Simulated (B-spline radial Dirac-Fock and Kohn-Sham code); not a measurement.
## Cr⁺ 2p1/2: cross section and angular parameters

System: the Cr⁺ ion in the configuration [Ar] 3d5; threshold 596.4 eV (orbital energy of the model). The computed values come from an atomic code on a B-spline grid: Dirac-Hartree-Slater photoionisation with a Latter tail; cross sections with all multipoles, angular parameters from the dipole term and its interference with E2.

| hν (eV) | σ (kb) | β | γ | δ |
| --- | --- | --- | --- | --- |
| 758 | 316 | 1.279 | -0.052 | 0.012 |
| 800 | 279 | 1.333 | -0.024 | 0.014 |
| 946 | 183 | 1.426 | 0.076 | 0.018 |
| 986 | 165 | 1.438 | 0.103 | 0.019 |
| 1000 | ? | ? | ? | ? |
| 1020 | 151 | 1.445 | 0.124 | 0.020 |
| 1030 | 148 | 1.447 | 0.130 | 0.020 |
| 1253.6 | 87.1 | 1.458 | 0.257 | 0.024 |
| 1310 | 77.2 | 1.455 | 0.286 | 0.026 |
| 1460 | 57.1 | 1.443 | 0.356 | 0.029 |
| 2910 | 7.45 | 1.237 | 0.784 | 0.063 |
| 3220 | 5.43 | 1.194 | 0.841 | 0.071 |
| 3730 | 3.42 | 1.130 | 0.921 | 0.084 |
| 3990 | 2.76 | 1.099 | 0.957 | 0.090 |
| 6000 | 0.726 | 0.908 | 1.156 | 0.141 |
| 8047.8 | 0.269 | 0.770 | 1.285 | 0.189 |
| 8540 | 0.220 | 0.743 | 1.310 | 0.200 |
| 8790 | 0.199 | 0.730 | 1.322 | 0.205 |
| 8940 | 0.187 | 0.723 | 1.329 | 0.209 |
| 9251.7 | 0.166 | 0.707 | 1.343 | 0.215 |
| 11800 | 0.0710 | 0.603 | 1.439 | 0.268 |
| 12800 | 0.0532 | 0.569 | 1.470 | 0.287 |
| 13100 | 0.0490 | 0.560 | 1.479 | 0.293 |
| 15000 | 0.0302 | 0.508 | 1.531 | 0.327 |

Q: Give the values at 1000 eV.

A: σ = 159 kb, β = 1.441, γ = 0.112, δ = 0.019.
